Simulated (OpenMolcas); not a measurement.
## Levels of Mg II by method

| Item | Value |
| --- | --- |
| Program | OpenMolcas |
| Basis | ANO-RCC-VDZP [4s3p1d] |
| Scalar Hamiltonian | DKH2, point nucleus |
| Active space | 1 electron in 4 orbitals (3s 3p) |
| State averaging | 2S+1 = 2 even, 1 root; 2S+1 = 2 odd, 3 roots |
| Spin-orbit coupling | RASSI with atomic mean-field integrals over the reference wave functions, term energies averaged over their components |

Methods on the same reference wave functions:
A. CASSCF
B. SS-CASPT2, IPEA 0.25 Eh, imaginary shift 0.1 Eh (closed shells correlated: 2s 2p)

Energies in cm⁻¹ above 3s ²S_1/2, the measured ground level; measured values from NIST Handbook of Basic Atomic Spectroscopic Data.

| Level | A | B | Measured |
| --- | --- | --- | --- |
| 3s ²S_1/2 | 0.0 | 0.0 | 0.0 |
| 3p ²P°_1/2 | 34966 | 35497 | 35669 |
| 3p ²P°_3/2 | 35025 | 35557 | 35761 |

Deviations, from unrounded energies. A percentage is the sum of absolute deviations over the sum of measured energies, with the sign that they share, or ± where signs differ.

| Against measurement | Levels | A | B |
| --- | --- | --- | --- |
| mean absolute deviation (cm-1) | 2 | 720 | 190 |
| other configurations (%) | 2 | -2.0 | -0.5 |

B lies closest to measurement on these levels. The largest miss of B in the table is 3p ²P°_3/2, by -200 cm-1. The ranking rests on the paired levels alone, and a cruder setting can come out closer through cancelling errors.

The lowest spin-free term lies below A's lowest term by 0.174 hartree in B.

ANO sets are built for ground and valence states and can reach diffuse excited orbitals poorly. With one active electron the reference holds no correlation, so core polarisation is missing (holds for A). With one active electron, CASPT2 adds the correlation within the correlated inactive shells and between them and that electron, and leaves the splitting within a term as the reference gives it (holds for B). Computed and measured levels are paired by configuration, term and J; levels that our copy of the source lacks, or whose pairing is in doubt (as where it misses far off the trend of its configuration), stay unpaired and out of the deviations. Only configurations of the active space appear.

° marks odd parity.
